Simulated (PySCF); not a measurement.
Species: C₃H₇FO₃Se.
Bonds: C1–O2, O2–C3, C3–Se4, Se4–O5 (double), Se4–O6 (double), Se4–C7, C7–F8. Hydrogens: H9, H10, H11 on C1; H12, H13 on C3; H14, H15 on C7.

Computed, not measured: PySCF, PBE0-D3(BJ)/def2-SVP geometry optimisation, gas phase.

Q: List the bond lengths, angles and torsions at this level.

A: 
```
                 bond  length (Å)   order
                C1–O2       1.414  single
                O2–C3       1.362  single
               C3–Se4       1.992  single
       Se4=O5, Se4=O6       1.611  double
               Se4–C7       1.966  single
                C7–F8       1.348  single
C1–H9, C1–H10, C1–H11       1.101  single
       C3–H12, C3–H13       1.103  single
       C7–H14, C7–H15       1.101  single
```

Bonds in one row agree within 0.01 Å and their mean is given. Orders are formal, as drawn. A selection of angles:
```
    angle  degrees
 C1–O2–C3    115.0
O2–C3–Se4    111.4
C3–Se4–O5    109.4
C3–Se4–C7    101.8
O5–Se4–O6    122.0
O5–Se4–C7    104.7
O6–Se4–C7    108.0
Se4–C7–F8    111.6
```

Dihedral angles: C1–O2–C3–Se4 77° (synclinal); O2–C3–Se4–O5 143° (anticlinal); C3–Se4–C7–F8 -76° (synclinal). The mirror-image conformer, all signs reversed, is as good.

The C–O distances run from 1.362 Å (O2–C3, drawn single) to 1.414 Å (C1–O2, drawn single), a spread of 0.052 Å. O2 (ether oxygen) is bent (angle 115.0°). Of the pairs four or more bonds apart, Se4···H10 is among the closest relative to their van der Waals radii: 2.95 Å, 95 % of the sum of Bondi's values. The C–Se distances run from 1.966 Å (Se4–C7, drawn single) to 1.992 Å (C3–Se4, drawn single), a spread of 0.026 Å. Se4 (selenium bonded to 2 C and 2 O) is distorted tetrahedral (angles from 101.8° to 122.0°).

Point group: C1 (no symmetry element, even within 0.4 Å). Whether it is a minimum is left open (no frequencies). One conformer, not necessarily the lowest.
